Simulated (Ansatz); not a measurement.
Born–Oppenheimer molecular dynamics of BH5N2O (9 atoms, charge 0, multiplicity 1). It starts from a relaxed structure.

Computed with RKS PBE0/def2-SVP in Ansatz.

```json
{
 "ensemble": "NVT, Langevin thermostat",
 "time step": "0.5 fs",
 "steps asked": "100",
 "set temperature": "200 K",
 "friction": "0.01 /fs",
 "seed": "750816"
}
```

First frame:

```xyz
9
Properties=species:S:1:pos:R:3
B -0.021 -0.014 -0.058
O 0.022 0.021 1.323
H -0.847 -0.029 1.726
N 1.220 0.113 -0.734
H 1.333 0.080 -1.734
H 2.078 0.239 -0.219
N -1.250 -0.163 -0.767
H -2.139 -0.323 -0.317
H -1.304 -0.205 -1.774
```

Q: How far do the bonds stretch over the last three quarters of this one trajectory? (Pairs bonded in most of those frames.)

A: 
```csv
bond,mean (Å),spread (Å),shortest,longest
B1–O2,1.388,0.012,1.37,1.41
B1–N4,1.424,0.021,1.39,1.46
B1–N7,1.434,0.020,1.40,1.46
O2–H3,0.959,0.025,0.92,1.00
N4–H5,1.012,0.006,1.00,1.03
N4–H6,1.013,0.022,0.97,1.05
N7–H8,1.011,0.005,1.00,1.02
N7–H9,1.012,0.012,0.99,1.03
```

Mean temperature of the second half: 212 K. A run of 0.05 ps of so small a system gives no equilibrium averages.

Time of the run: 66 s on 2 threads of Intel(R) Xeon(R) 6975P-C (Granite Rapids) (shared host), peak memory 0.16 GiB.
